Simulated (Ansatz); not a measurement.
Relaxation of BrCl4H2OTa (9 atoms, charge 0, multiplicity 1), to a largest force component of 0.03 eV/Å in at most 50 steps.

Computed with RHF/def2-SVP in Ansatz.

```xyz
9
Properties=species:S:1:pos:R:3
Ta -0.120 -0.184 0.095
O 1.816 -0.288 0.407
H 2.184 -0.587 1.227
Cl -0.318 -0.692 2.395
Cl 0.400 0.557 -2.054
Cl -1.723 1.460 0.330
Cl -1.036 -2.162 -0.582
Br 1.909 2.994 0.911
H 2.612 1.779 0.409
```

Task: Where does it end, and by what steps?

Result: The run converged. After 49 steps the energy has fallen by 0.422 eV; Br8 moved furthest, 1.94 Å.

```csv
step,energy less start (eV),largest force component (eV/Å),accepted
0,0.0000,1.719,yes
2,-0.2414,0.277,yes
4,-0.2838,0.505,yes
6,-0.3034,0.386,yes
8,-0.3207,0.249,yes
10,-0.3029,1.083,no
12,-0.3269,0.500,no
14,-0.3323,0.094,yes
16,-0.3328,0.508,no
18,-0.3373,0.102,yes
20,-0.3392,0.082,yes
22,-0.3429,0.183,yes
24,-0.3485,0.121,yes
26,-0.3212,1.278,no
28,-0.3726,0.139,yes
30,-0.3630,0.735,no
32,-0.3879,0.197,yes
34,-0.4037,0.229,yes
36,-0.4128,0.157,yes
38,-0.4175,0.147,yes
40,-0.4188,0.086,yes
42,-0.4199,0.117,yes
44,-0.4210,0.063,yes
46,-0.4217,0.082,yes
48,-0.4221,0.035,yes
49,-0.4222,0.027,yes
```

```xyz
9
Properties=species:S:1:pos:R:3
Ta -0.411 -0.398 0.348
O 1.042 0.081 1.349
H 1.850 0.578 1.431
Cl -1.282 -1.756 2.056
Cl 0.388 0.953 -1.453
Cl -2.297 0.946 0.450
Cl -0.231 -2.251 -1.032
Br 3.703 2.336 0.594
H 2.960 2.390 -0.604
```

Time of the run: 5.3 min on 4 threads of Intel(R) Xeon(R) Platinum 8259CL CPU @ 2.50GHz (Skylake/Cascade Lake), with other jobs on the host, peak memory 0.62 GiB.
